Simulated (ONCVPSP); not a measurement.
Scattering properties, ONCV potential for Ni (Z = 28)

* Element: nickel (Ni)
* Generator: ONCVPSP 4.0.1
* Type: optimised norm-conserving Vanderbilt (ONCV)
* Functional: LDA (Perdew-Zunger)
* Relativity: fully relativistic
* Frozen core: [Ne] 3s2
* Valence charge: 16
* Reference configuration: 3p6 3d8 4s1.75 4p0.25
* Partial waves: 4s: rc 1.85 bohr, ncon 4, nbas 7, qcut 4.1 1/bohr, 3 projectors, debl 1.7 Ha; 3p+4p: rc 1.05 bohr, ncon 4, nbas 7, qcut 13.8 1/bohr, 2 projectors; 3d: rc 1.05 bohr, ncon 5, nbas 9, qcut 13.3 1/bohr, local; f scattering state at 0.26 Ha: rc 2.00 bohr, ncon 3, nbas 7, qcut 5.7 1/bohr, 2 projectors, debl 3.7 Ha
* Local potential: the d channel
* Core correction: polynomial model core, fcfact 0.45

Open shells are filled in proportion to 2j + 1.

The phase is arctan(r·R′/R) of the radial function R(r), unwrapped; energies in Ha, scanned from -4 to 5 Ha. A pole is an energy at which the radial function vanishes at the test radius. The pseudo phase is shifted by a multiple of π to meet the all-electron one at the reference energy, and phase errors are pseudo minus all-electron; the curves can meet again beyond the range given. Levels narrower than the energy grid can be missing from the lists of poles.

```tsv
channel	radius (bohr)	reference energy (Ha)	poles, all-electron	poles, pseudo	unbroken range about the reference energy with phases within 0.05 rad	phase error 1 Ha above the reference energy (rad)
s	1.88	-0.23	2.53	2.53	above -3.9	-0.000
p3/2	1.06	-0.06	-0.65	-0.65	the whole range	-0.000
p1/2	1.06	-0.06	-0.80	-0.80	the whole range	-0.000
d5/2	1.06	-0.35	1.55	1.67	below 3.2	+0.005
d3/2	1.06	-0.36	1.53	1.67	below 3.1	+0.009
f7/2	2.03	0.26	3.76	1.18, 3.76	below 1.0	-2.997
f5/2	2.03	0.26	3.76	1.30, 3.76	below 1.1	-0.362
```

Note: ghosts flagged at negative energy: s at -116.0 eV; GHOST(+) flagged for f7/2 at 35.2 eV, f5/2 at 38.3 eV, s at 221.7 eV. A true bound ghost makes a file unfit for plane-wave use.

Phases in the p3/2 channel:

```
E (Ha)  all-electron  pseudo
 -3.98        -0.310  -0.310
 -3.50        -0.750  -0.750
 -3.02        -1.050  -1.050
 -2.54        -1.239  -1.239
 -2.06        -1.364  -1.364
 -1.58        -1.452  -1.452
 -1.10        -1.520  -1.520
 -0.62        -1.574  -1.574
 -0.14        -1.620  -1.620
  0.34        -1.661  -1.661
  0.82        -1.700  -1.700
  1.30        -1.738  -1.738
  1.78        -1.778  -1.778
  2.26        -1.819  -1.820
  2.74        -1.866  -1.867
  3.22        -1.919  -1.921
  3.70        -1.984  -1.987
  4.18        -2.065  -2.071
  4.66        -2.170  -2.182
```
